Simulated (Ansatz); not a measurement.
`[SiH3]/C=[CH]/[GeH3]` + `[GeH3][SiH2][SiH2][SiH2][GeH3]` → `[GeH3][SiH2][SiH2][SiH2][GeH2][GeH3]` + `C=C[SiH3]`  (formal exchange of groups at a Ge–C bond)

Isolated molecules relaxed with PBE0-D4/def2-TZVP in Ansatz; ΔE leaves out vibrations. CBS: MP2 limit from def2 TZ/QZ plus the TZ coupled-cluster correction, frozen cores. DFT in def2-TZVPP. For Ge outer-core shells are correlated without core-valence functions, which leaves a few kJ/mol of doubt a bond. Scalar relativity is left out up to krypton. Each species was taken in one conformer, which may not be the lowest.

`[SiH3]/C=[CH]/[GeH3]`:

Z-matrix (Å, degrees):
```
Si
C 1 1.863
H 1 1.487 2 108.8
H 1 1.488 2 110.7 3 120.4
H 1 1.488 2 110.7 3 -120.4
C 2 1.334 1 123.2 3 0.0
H 2 1.091 1 118.2 3 -179.9
Ge 6 1.943 2 123.6 1 -180.0
H 6 1.090 2 119.0 1 0.0
H 8 1.537 6 108.3 2 0.0
H 8 1.539 6 110.4 2 120.3
H 8 1.539 6 110.4 2 -120.2
```

`[GeH3][SiH2][SiH2][SiH2][GeH3]`:

```xyz
17

Ge    1.244   -1.689   -1.629
Si    0.422   -1.830    0.600
Si   -1.612   -0.689    0.763
Si   -1.334    1.436   -0.171
Ge    0.593    2.477    0.761
H     2.557   -2.472   -1.791
H     0.211   -2.258   -2.616
H     1.505   -0.219   -2.003
H     1.410   -1.196    1.518
H     0.271   -3.259    0.991
H    -2.669   -1.444    0.034
H    -2.024   -0.560    2.190
H    -2.531    2.290    0.066
H    -1.142    1.297   -1.641
H     0.461    2.572    2.291
H     0.789    3.895    0.199
H     1.848    1.648    0.439
```

`[GeH3][SiH2][SiH2][SiH2][GeH2][GeH3]`:

Cartesian coordinates in Å:
```
Ge -1.008 0.735 -2.404
Si 0.657 1.804 -1.078
Si -0.182 2.173 1.070
Si -0.934 0.145 1.957
Ge 0.764 -1.518 1.772
Ge 0.782 -2.624 -0.386
H -2.167 1.711 -2.670
H -0.441 0.266 -3.753
H -1.577 -0.487 -1.663
H 1.063 3.082 -1.727
H 1.857 0.927 -0.983
H 0.883 2.725 1.955
H -1.299 3.157 1.009
H -1.310 0.317 3.388
H -2.141 -0.311 1.213
H 2.144 -0.881 2.026
H 0.551 -2.597 2.852
H 1.790 -3.787 -0.371
H -0.614 -3.186 -0.700
H 1.182 -1.651 -1.507
```

`C=C[SiH3]`:

Cartesian coordinates in Å:
```
C 0.603 -1.307 -0.560
C -0.368 -0.629 0.046
Si -0.276 1.198 0.381
H 1.515 -0.820 -0.895
H 0.534 -2.374 -0.748
H -1.257 -1.175 0.358
H -1.393 1.916 -0.291
H 1.020 1.718 -0.129
H -0.379 1.474 1.839
```

(1) Is it downhill or uphill in electronic energy at CCSD(T)/CBS, and by how much? (Estimate.)

(2) What do these levels give: B97M-V, PBE-QIDH, PBE, r2SCAN, PBE0, LC-ωPBE? (Best estimate.)

Largest T1 diagnostic among the species: 0.013.

## Answers

(1) The calculation gave: Downhill: ΔE = -53.1 kJ/mol.

(2) Computed: B97M-V -46.8, PBE-QIDH -52.4, PBE -52.6, r2SCAN -52.7, PBE0 -52.9, LC-ωPBE -46.9 kJ/mol.

In def2-TZVPP, CCSD(T) changes the Hartree–Fock value by −9.9 kJ/mol (the triples alone add −0.6 kJ/mol) and MP2 by −10.1 kJ/mol. The D4 term adds −8.0 kJ/mol with B3LYP and −5.1 kJ/mol with PBE0; it sums over pairs of atoms, weighted by their polarisabilities, and B3LYP, whose exchange is more repulsive, gets the larger term. Leaving LDA and LC-ωPBE aside and taking each functional with its dispersion term where it has one, the values, not all of them listed here, spread over 11.3 kJ/mol, from HSE06-D4 to B97M-V.

B3LYP here is the variant with VWN-RPA as its local correlation; programs differ in this.
